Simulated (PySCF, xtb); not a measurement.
CH8FNOSi2, SMILES C[Si@@H](O)[Si@H](N)F.

GFN2-xTB (xtb) at its own geometry gives an orbital gap of 4.52 eV and a dipole moment of 2.71 D.

The structure is a stationary point at PBE0-D3(BJ)/def2-SVP. The structure was generated by enumeration; whether it is a known compound was not checked. The values are those of a single conformer.

Q: What does HF/def2-TZVP run with PySCF give? (An estimate is asked for; the answer gives what the named calculation found.)

A: gap 13.27 eV (levels -10.60 and 2.67 eV), dipole 1.39 D.
